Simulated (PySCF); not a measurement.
C⁺: excitation energy

C⁺ [He] 2s2 2p1 (2P) → C⁺ [He] 2s1 2p1 3s1 (4P), as a difference of total energies. Calculation: PySCF 2.14, in dyall-acv3z (15s9p4d2f, 76 functions); the spin-free X2C one-electron Hamiltonian (Gaussian nucleus). Correlated levels: valence and next inner shell: nothing frozen; virtual orbitals above 40 to 60 times the deepest correlated orbital energy dropped. The calculations carry no spin-orbit coupling.

| method | excitation energy (cm⁻¹) |
| --- | --- |
| UHF | 152120 |
| MP2 (valence and next inner shell) | 162450 |
| SCS-MP2 (valence and next inner shell) | 165130 |
| CCSD (valence and next inner shell) | 166280 |
| CCSD(T) (valence and next inner shell) | 166580 |

The promoted electron is Rydberg-like, and one or two diffuse shells describe it only roughly, which tends to raise the upper state.
